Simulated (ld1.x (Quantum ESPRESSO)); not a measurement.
# u(r) = r·R(r): atom against pseudo-atom (Tb)

Columns: radius, all-electron u(r) and pseudo u(r) of the 4f shell (level -2.80 eV) of terbium in the configuration [Kr] 4d10 4f9 5s2 5p6 5d0 6s2 6p0; BLYP, scalar-relativistic, TM semilocal scheme, ld1.x (Quantum ESPRESSO) 7.5.

```
r (bohr)  all-electron  pseudo
   0.207        0.4236  0.1540
   0.414        0.9791  0.9400
   0.621        1.0523  1.1525
   0.828        0.9219  0.9313
   1.035        0.7598  0.7598
   1.242        0.6155  0.6155
   1.449        0.4975  0.4975
   1.656        0.4036  0.4036
   1.863        0.3296  0.3296
   2.070        0.2713  0.2713
   2.277        0.2251  0.2251
   2.484        0.1883  0.1883
   2.691        0.1587  0.1587
   2.898        0.1347  0.1347
   3.105        0.1150  0.1150
   3.312        0.0987  0.0987
   3.519        0.0852  0.0852
   3.726        0.0738  0.0738
   3.933        0.0642  0.0642
   4.140        0.0560  0.0560
   4.347        0.0491  0.0491
   4.554        0.0431  0.0431
   4.761        0.0379  0.0379
   4.968        0.0334  0.0334
   5.175        0.0295  0.0295
   5.382        0.0261  0.0261
```

Q: How many radial nodes do the two functions have?

A: The all-electron 4f function has n − l − 1 = 0; the pseudo-wave has 0.

Q: At about which radius was the pseudo-wave matched?

A: 1.02 bohr, where the columns begin to agree (steps of 0.21 bohr).

Q: Where does each function peak?

A: Outermost all-electron maximum near 0.62 bohr, pseudo maximum near 0.62 bohr (to the table’s step).

Q: Is the pseudo-wave norm-conserving?

A: Yes: the TM semilocal scheme keeps the norm inside the radius equal to the all-electron one, which fixes the energy derivative of the logarithmic derivative at the level.
